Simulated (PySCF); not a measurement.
Cartesian coordinates in Å; atom numbers follow the order of the lines, from 1:
```xyz
8

Al   -0.006    0.012   -1.527
As    0.002   -0.003    1.099
H     0.771    1.052    1.858
H     0.548   -1.209    1.826
H    -1.299    0.115    1.856
H     1.585   -0.025   -1.704
H    -0.770    1.406   -1.705
H    -0.832   -1.348   -1.703
```

- PBE0-D3(BJ)/def2-SVP structure
- shielding tensors at B3LYP/pcSseg-1 (pcSseg-2 on Al) (GIAO)
- code: PySCF
- no relativistic terms, in vacuum, one averaged value for each set of equivalent atoms, single conformer

Shifts are taken against calculated references (same method and geometry level): 1H against TMS; 27Al vs [Al(H2O)6]3+; 75As vs AsH3.

```json
{"atoms": "As2", "nucleus": "75As", "count": "1", "δ (ppm)": "?"}
{"atoms": "H6/H7/H8", "nucleus": "1H", "count": "3", "δ (ppm)": "?"}
{"atoms": "H3/H4/H5", "nucleus": "1H", "count": "3", "δ (ppm)": "3.50"}
{"atoms": "Al1", "nucleus": "27Al", "count": "1", "δ (ppm)": "138.2"}
```

**Question.** Fill in the missing shifts.

**Answer.** 
- H6/H7/H8: 4.02 ppm, hydrogen on an aluminium bonded to As
- As2: 139 ppm, arsenic bonded to Al, 3 H

Relativistic effects, spin–orbit coupling among them, are left out; they matter for As and for the light atoms bonded to it. Hydrides on Al or Ga are broadened by the quadrupolar metal nucleus.
